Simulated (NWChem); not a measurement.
The numbers come from NWChem runs, not from measurements. System: B₂F₃, charge 0, spin multiplicity 2, at a geometry optimised with UPBE/def2-SVP. The structure started from a generated list of species. Its SCF solution wasn't tested for a lower state. Level: UMP2/def2-TZVP, 5 core orbitals frozen.

Input file:

```
start mol
memory heap 200 mb stack 900 mb global 1100 mb
geometry units angstroms nocenter noautoz
  F     -2.245224    -0.181641     0.000000
  B     -1.065154     0.371473     0.000000
  B      0.568143     0.014145     0.000000
  F      1.260671    -0.016296     1.144359
  F      1.260671    -0.016296    -1.144359
  symmetry group Cs
end
basis spherical
  * library def2-tzvp
end
scf
  uhf
  nopen 1
  maxiter 100
  thresh 1e-7
  semidirect memsize 60000000 filesize 0
  # guess.movecs holds the orbitals of an unrestricted PBE0 run
  vectors input guess.movecs output mol.movecs
end
mp2
  freeze core 5
end
task mp2 energy
```

Part of the output:

```
             Northwest Computational Chemistry Package (NWChem) 7.3.0
             --------------------------------------------------------

                                NWChem Input Module
                                -------------------

 Scaling coordinates for geometry "geometry" by  1.889725989
 (inverse scale =  0.529177249)

 Turning off AUTOSYM since
 SYMMETRY directive was detected!

                             Geometry "geometry" -> ""
                             -------------------------

 Output coordinates in angstroms (scale by  1.889725989 to convert to a.u.)

  No.       Tag          Charge          X              Y              Z
 ---- ---------------- ---------- -------------- -------------- --------------
    1 F                    9.0000    -2.24522400    -0.18164100     0.00000000
    2 B                    5.0000    -1.06515400     0.37147300     0.00000000
    3 B                    5.0000     0.56814300     0.01414500     0.00000000
    4 F                    9.0000     1.26067100    -0.01629600     1.14435900
    5 F                    9.0000     1.26067100    -0.01629600    -1.14435900

 Effective nuclear repulsion energy (a.u.)     130.3460025494

            Nuclear Dipole moment (a.u.)
            ----------------------------
        X                 Y               Z
 ---------------- ---------------- ----------------
     0.0000132281    -0.0000132281     0.0000000000

      Symmetry information
      --------------------

 Group name             Cs
 Group number              2
 Group order               2
 No. of unique centers     4

      Symmetry unique atoms

     1    2    3    4


 Summary of "ao basis" -> "" (spherical)
 ------------------------------------------------------------------------------
       Tag                 Description            Shells   Functions and Types
 ---------------- ------------------------------  ------  ---------------------
 *                         def2-tzvp                  on all atoms

 Summary of "ao basis" -> "ao basis" (spherical)
 ------------------------------------------------------------------------------
       Tag                 Description            Shells   Functions and Types
 ---------------- ------------------------------  ------  ---------------------
 F                         def2-tzvp                11       31   5s3p2d1f
 B                         def2-tzvp                11       31   5s3p2d1f

                                 NWChem SCF Module
                                 -----------------

  ao basis        = "ao basis"
  functions       =   155
  atoms           =     5
  alpha electrons =    19
  beta  electrons =    18
  charge          =   0.00
  wavefunction    = UHF
  use symmetry    = T
  symmetry adapt  = T

 Summary of "ao basis" -> "ao basis" (spherical)
 ------------------------------------------------------------------------------
       Tag                 Description            Shells   Functions and Types
 ---------------- ------------------------------  ------  ---------------------
 F                         def2-tzvp                11       31   5s3p2d1f
 B                         def2-tzvp                11       31   5s3p2d1f

      Symmetry analysis of basis
      --------------------------

        a'         94
        a"         61

 Forming initial guess at       0.1s

   Symmetry analysis of molecular orbitals - initial alpha
   -------------------------------------------------------

  Numbering of irreducible representations:

     1 a'          2 a"

  Orbital symmetries:

     1 a'          2 a'          3 a"          4 a'          5 a'
     6 a'          7 a'          8 a"          9 a'         10 a'
    11 a"         12 a'         13 a'         14 a"         15 a'
    16 a"         17 a"         18 a'         19 a'         20 a"
    21 a'         22 a'         23 a'         24 a'         25 a"
    26 a"         27 a'         28 a'         29 a'

   Symmetry analysis of molecular orbitals - initial beta
   ------------------------------------------------------

  Numbering of irreducible representations:

     1 a'          2 a"

  Orbital symmetries:

     1 a'          2 a'          3 a"          4 a'          5 a'
     6 a'          7 a'          8 a"          9 a'         10 a'
    11 a"         12 a'         13 a"         14 a'         15 a'
    16 a"         17 a"         18 a'         19 a'         20 a"
    21 a'         22 a'         23 a'         24 a'         25 a"
    26 a"         27 a'         28 a'         29 a'

 Starting SCF solution at       0.1s

 ----------------------------------------------
         Quadratically convergent UHF

 Convergence threshold     :          1.000E-07
 Maximum no. of iterations :          100
 Integral*density screening:          1.000E-09
 ----------------------------------------------

              iter       energy          gnorm     gmax       time
             ----- ------------------- --------- --------- --------
                 1     -347.9161230089  7.32D-01  1.24D-01      2.1
                 2     -347.9454155168  1.27D-01  1.64D-02      2.4
                 3     -347.9478875850  6.30D-03  1.80D-03      3.4
                 4     -347.9479138463  6.09D-05  1.45D-05      5.0
                 5     -347.9479138481  7.02D-09  2.78D-09      7.9

       Final UHF  results
       ------------------

         Total SCF energy =   -347.947913848113
      One electron energy =   -743.101040741153
      Two electron energy =    264.807124343690
 Nuclear repulsion energy =    130.346002549350

                       Sz =      0.5000
[...]
  ----- ------------  ---------------      ----- ------------  ---------------
    35      0.259819  2 B  s                 37      0.220017  2 B  px
    68     -0.215006  3 B  px                34      0.199053  2 B  s
    99      0.193749  4 F  px               130      0.193749  5 F  px
    40      0.175513  2 B  px               102      0.169703  4 F  px
   133      0.169703  5 F  px

 Vector   19  Occ=0.000000D+00  E= 5.623226D-02  Symmetry=a'
              MO Center= -5.2D-01,  5.7D-01,  2.4D-14, r^2= 3.8D+00
   Bfn.  Coefficient  Atom+Function         Bfn.  Coefficient  Atom+Function
  ----- ------------  ---------------      ----- ------------  ---------------
    36      0.917176  2 B  s                 67     -0.594368  3 B  s
    44      0.397440  2 B  py                35     -0.303100  2 B  s
    75      0.207620  3 B  py                74      0.206086  3 B  px
    38      0.195957  2 B  py                72      0.184983  3 B  py
    43      0.163436  2 B  px                41      0.156915  2 B  py

 Vector   20  Occ=0.000000D+00  E= 7.840388D-02  Symmetry=a"
              MO Center= -8.5D-01,  3.5D-01,  4.3D-13, r^2= 3.9D+00
   Bfn.  Coefficient  Atom+Function         Bfn.  Coefficient  Atom+Function
  ----- ------------  ---------------      ----- ------------  ---------------
    45      0.641448  2 B  pz                39      0.254809  2 B  pz
    76      0.235676  3 B  pz                14     -0.210127  1 F  pz
    42      0.199947  2 B  pz

 Vector   21  Occ=0.000000D+00  E= 1.006861D-01  Symmetry=a'
              MO Center= -1.2D+00, -1.5D-01, -1.1D-12, r^2= 6.6D+00
   Bfn.  Coefficient  Atom+Function         Bfn.  Coefficient  Atom+Function
  ----- ------------  ---------------      ----- ------------  ---------------
    35      2.063571  2 B  s                 67     -1.355808  3 B  s
    66      1.001915  3 B  s                 36     -0.984143  2 B  s
    43      0.702662  2 B  px                 5     -0.588986  1 F  s
    71      0.435465  3 B  px                12     -0.400087  1 F  px
    40     -0.376167  2 B  px                41     -0.347709  2 B  py

 center of mass
 --------------
 x =  -0.00540386 y =   0.00419264 z =   0.00000000

 moments of inertia (a.u.)
 ------------------
         185.398663949476          -9.642845896819           0.000000000000
          -9.642845896819         792.641139722342           0.000000000000
           0.000000000000           0.000000000000         622.654659693697

  Mulliken analysis of the total density
  --------------------------------------

    Atom       Charge   Shell Charges
 -----------   ------   -------------------------------------------------------
    1 F    9     9.27   0.77  1.20  0.60  0.99  0.36  2.25  2.26  0.83  0.00  0.01  0.00
    2 B    5     4.74   0.92  1.06  0.51  0.46  0.16  0.79  0.62  0.08  0.06  0.05  0.03
    3 B    5     4.31   0.91  1.07  0.48  0.21  0.01  0.84  0.47  0.01  0.12  0.14  0.05
    4 F    9     9.34   0.77  1.20  0.59  0.99  0.37  2.25  2.28  0.87  0.00  0.01  0.00
    5 F    9     9.34   0.77  1.20  0.59  0.99  0.37  2.25  2.28  0.87  0.00  0.01  0.00

  Mulliken analysis of the alpha density
  --------------------------------------

    Atom       Charge   Shell Charges
 -----------   ------   -------------------------------------------------------
    1 F    9     4.64   0.39  0.60  0.30  0.50  0.18  1.14  1.14  0.40  0.00  0.01  0.00
    2 B    5     2.79   0.46  0.53  0.29  0.26  0.14  0.52  0.46  0.07  0.03  0.03  0.01
    3 B    5     2.22   0.46  0.53  0.24  0.12 -0.00  0.44  0.27 -0.00  0.06  0.08  0.03
    4 F    9     4.67   0.39  0.60  0.30  0.50  0.19  1.13  1.14  0.43  0.00  0.01  0.00
    5 F    9     4.67   0.39  0.60  0.30  0.50  0.19  1.13  1.14  0.43  0.00  0.01  0.00

   Mulliken analysis of the beta density
   -------------------------------------

    Atom       Charge   Shell Charges
 -----------   ------   -------------------------------------------------------
    1 F    9     4.63   0.39  0.60  0.30  0.49  0.18  1.11  1.13  0.43  0.00  0.01  0.00
    2 B    5     1.95   0.46  0.53  0.23  0.20  0.03  0.27  0.16  0.01  0.03  0.02  0.02
    3 B    5     2.09   0.46  0.53  0.23  0.09  0.01  0.40  0.20  0.01  0.06  0.06  0.03
    4 F    9     4.66   0.39  0.60  0.30  0.50  0.18  1.12  1.14  0.44  0.00  0.01  0.00
    5 F    9     4.66   0.39  0.60  0.30  0.50  0.18  1.12  1.14  0.44  0.00  0.01  0.00

   Mulliken analysis of the spin density
   -------------------------------------

    Atom       Charge   Shell Charges
 -----------   ------   -------------------------------------------------------
    1 F    9     0.01   0.00 -0.00  0.00  0.00 -0.00  0.03  0.01 -0.03  0.00  0.00  0.00
    2 B    5     0.84   0.00 -0.00  0.06  0.06  0.11  0.25  0.30  0.06  0.00  0.01 -0.00
    3 B    5     0.14   0.00 -0.00  0.01  0.03 -0.01  0.04  0.07 -0.02  0.00  0.02  0.00
    4 F    9     0.01   0.00 -0.00  0.00  0.00  0.00  0.01  0.00 -0.00  0.00  0.00  0.00
    5 F    9     0.01   0.00 -0.00  0.00  0.00  0.00  0.01  0.00 -0.00  0.00  0.00  0.00

       Multipole analysis of the density wrt the origin
       ------------------------------------------------

     L   x y z        total         alpha         beta         nuclear
     -   - - -        -----         -----         ----         -------
     0   0 0 0     -0.000000    -19.000000    -18.000000     37.000000

     1   1 0 0     -0.374385      0.684924     -1.059322      0.000013
     1   0 1 0     -0.049763     -0.640295      0.590545     -0.000013
     1   0 0 1     -0.000000     -0.000000     -0.000000      0.000000

     2   2 0 0    -22.673409   -158.873632   -153.995960    290.196183
     2   1 1 0     -0.121571     -0.993353     -3.993559      4.865342
     2   1 0 1     -0.000000     -0.000000     -0.000000      0.000000
     2   0 2 0    -18.798944    -13.472415     -8.871462      3.544933
     2   0 1 1      0.000000      0.000000     -0.000000      0.000000
     2   0 0 2    -20.266370    -52.828069    -51.615555     84.177254

                   NWChem MP2 Semi-direct Energy/Gradient Module
                   ---------------------------------------------

  Basis functions       =    155
  Molecular orbitals    =    155
  Frozen core           =      5
  Frozen virtuals       =      0
  Active alpha occupied =     14
  Active beta occupied  =     13
  Active alpha virtual  =    136
  Active beta virtual   =    137
  Use MO symmetry       = T
  Use skeleton AO sym   = T

  AO/Fock/Back tols     =   1.0D-09  1.0D-09  1.0D-09

 GA uses MA = F    GA memory limited = T

 Available:
  local mem=  1.26D+08
 global mem=  1.44D+08
 local disk=  0.00D+00
  mp2_memr nvloc                   136
  nvloc new                   136
   1 passes of  14:        5242880                     144172                  70965874.
   1 passes of  14: M    126151868           G      144131150           F     120908988.

 Semi-direct pass number   1 of   1  for UHF alpha       at        8.0s
  vrange nnbf                 10956
  mp2_eaftype                   270  avail_ma_in_mb                  1099
 EAF : mp2_eaftype filesize         270   35482937.
  mp2_eaf for mointskh                    270
Node 0 wrote    166.9 Mb in      0.1 s     Agg I/O rate:  1366.0 Mb/s
 Done moints_semi at       13.9s
  mp2_eaftype                   270  avail_ma_in_mb                   829
 EAF : mp2_eaftype filesize         270   35482937.
  mp2_eaf for kh                   270
 Done maket at       14.5s
 Done multipass loop at       14.5s

 GA uses MA = F    GA memory limited = T

 Available:
  local mem=  1.26D+08
 global mem=  1.44D+08
 local disk=  0.00D+00
  mp2_memr nvloc                   137
  nvloc new                   137
   1 passes of  13:        5242880                     138025                  66384075.
   1 passes of  13: M    126151868           G      144131150           F     120908988.

 Semi-direct pass number   1 of   1  for UHF beta        at       14.5s
  vrange nnbf                 10956
  mp2_eaftype                   253  avail_ma_in_mb                  1099
 EAF : mp2_eaftype filesize         253   33192038.
  mp2_eaf for mointskh                    253
Node 0 wrote    156.1 Mb in      0.1 s     Agg I/O rate:  1491.6 Mb/s
 Done moints_semi at       20.1s
  mp2_eaftype                   253  avail_ma_in_mb                   846
 EAF : mp2_eaftype filesize         253   33192038.
  mp2_eaf for kh                   253
 Done maket at       20.5s
 Done multipass loop at       20.5s

          -------------------------------------------
          SCF energy                -347.947913848113
          Correlation energy          -0.898603713957
          Singlet pairs                0.000000000000
          Triplet pairs                0.000000000000
          Total MP2 energy          -348.846517562069
          -------------------------------------------

          ---------------------------------------------------
                    Spin Component Scaled (SCS) MP2
          Same spin pairs                     -0.235702236493
          Same spin scaling factor             0.333333333333
          Opposite spin pairs                 -0.662901477464
          Opposite spin scaling fact.          1.200000000000
          SCS-MP2 correlation energy          -0.874049185121
          Total SCS-MP2 energy              -348.821963033233
          ---------------------------------------------------

 -----------------------
 Performance information
 -----------------------

 Timer overhead =  9.62D-08 seconds/call

               Nr. of calls         CPU time (s)                 Wall time (s)                GFlops
             ---------------    -------------------     ------------------------------   -------------------
Name         Min   Avg   Max    Min     Avg     Max     Min     Avg     Max   Mx/calls   Min     Max     Sum
mp2: moin     2     2     2    11.     11.     11.      11.     11.     11.     5.7      0.0     0.0     0.0
mp2: make     2     2     2    1.0     1.0     1.0      1.0     1.0     1.0    0.52      0.0     0.0     0.0
mp2: tota     1     1     1    13.     13.     13.      13.     13.     13.     13.      0.0     0.0     0.0

 The average no. of pstat calls per process was 5.00D+00
 with a timing overhead of 4.81D-07s

 Task  times  cpu:       20.5s     wall:       20.5s

 Total times  cpu:       20.5s     wall:       20.5s
```
